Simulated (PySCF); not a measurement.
In(Cl)(OH)2 (ClH2InO2), SMILES [OH][In]([OH])[Cl]. Atoms are numbered in the order given.

```xyz
6

In    -0.0016    -0.2595     0.0000
Cl    -0.0771     2.0720     0.0000
O     -1.7005    -1.2766     0.0000
H     -1.5295    -2.2268     0.0000
O      1.7547    -1.1887     0.0000
H      2.4860    -0.5590     0.0000
```

Coordinates come from a PBE0-D3(BJ)/def2-SVP optimisation. The def2 effective core potentials stand for the cores of In; spin–orbit coupling is left out. The values are those of a single conformer.

All values below come from IEF-PCM-ωB97X/def2-SVP (PySCF).

The values are the electrostatic part of the solvation free energy, E(continuum) − E(gas) at the gas-phase geometry, in a cavity of scaled van der Waals radii (PySCF's table); cavitation and dispersion terms are not included. A continuum can't describe solvent molecules that bind to the metal. In vacuum the orbital gap is 11.08 eV. The dipole moment in vacuum is 1.79 D.

| solvent | ε | ΔG(elec) (kcal/mol) | dipole (D) | gap (eV) |
|---|---|---|---|---|
| water | 78.36 | -12.5 | 2.27 | 11.24 |
| ethylethanoate | 5.99 | ___ | ___ | ___ |
| cyclohexanone | 15.62 | -11.4 | 2.23 | 11.23 |

**Question.** What belongs in the gaps? (An estimate is asked for; the answer gives what the named calculation found.)

**Answer.** 
- ethylethanoate, ΔG(elec) (kcal/mol): -9.5
- ethylethanoate, dipole (D): 2.15
- ethylethanoate, gap (eV): 11.20
